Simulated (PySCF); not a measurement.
C4H6Si, SMILES C(#C)[SiH2]C=C. Heavy atoms are numbered as in [CH:1]#[C:2][SiH2:3][CH:4]=[CH2:5]. Hydrogens are named by the atom that carries them.

Geometry optimised at r2SCAN-D4/def2-SVP. One conformer was computed; it need not be the lowest.

All values below come from r2SCAN/def2-TZVP (PySCF).

ESP charges are fitted to the potential on shells at 1.4 to 2.0 van der Waals radii. Atomic charges (e), one atom of each kind:

```json
[
 {"atom": "C1 (CH)", "meta-Löwdin": "-0.16", "Löwdin": "-0.09", "Mulliken": "-0.21", "ESP fit": "-0.40"},
 {"atom": "C2", "meta-Löwdin": "-0.29", "Löwdin": "-0.21", "Mulliken": "-0.18", "ESP fit": "-0.06"},
 {"atom": "Si3 (SiH2)", "meta-Löwdin": "0.66", "Löwdin": "0.33", "Mulliken": "0.38", "ESP fit": "0.29"},
 {"atom": "C4 (CH)", "meta-Löwdin": "-0.35", "Löwdin": "-0.30", "Mulliken": "-0.25", "ESP fit": "-0.17"},
 {"atom": "C5 (CH2)", "meta-Löwdin": "-0.21", "Löwdin": "-0.20", "Mulliken": "-0.22", "ESP fit": "-0.39"},
 {"atom": "H on C1", "meta-Löwdin": "0.18", "Löwdin": "0.13", "Mulliken": "0.19", "ESP fit": "0.31"},
 {"atom": "H on Si3", "meta-Löwdin": "-0.10", "Löwdin": "-0.02", "Mulliken": "-0.04", "ESP fit": "-0.05"},
 {"atom": "H on C4", "meta-Löwdin": "0.13", "Löwdin": "0.14", "Mulliken": "0.11", "ESP fit": "0.15"},
 {"atom": "H on C5", "meta-Löwdin": "0.12", "Löwdin": "0.12", "Mulliken": "0.12", "ESP fit": "0.19"}
]
```

Give the Mayer and Wiberg (Löwdin basis) orders of the bonds. (An estimate is asked for; the answer gives what the named calculation found.)


| bond | Mayer | Wiberg |
|---|---|---|
| C1–C2 | 2.75 | 3.00 |
| C2–Si3 | 1.00 | 1.17 |
| Si3–C4 | 0.99 | 1.12 |
| C4–C5 | 1.89 | 2.21 |
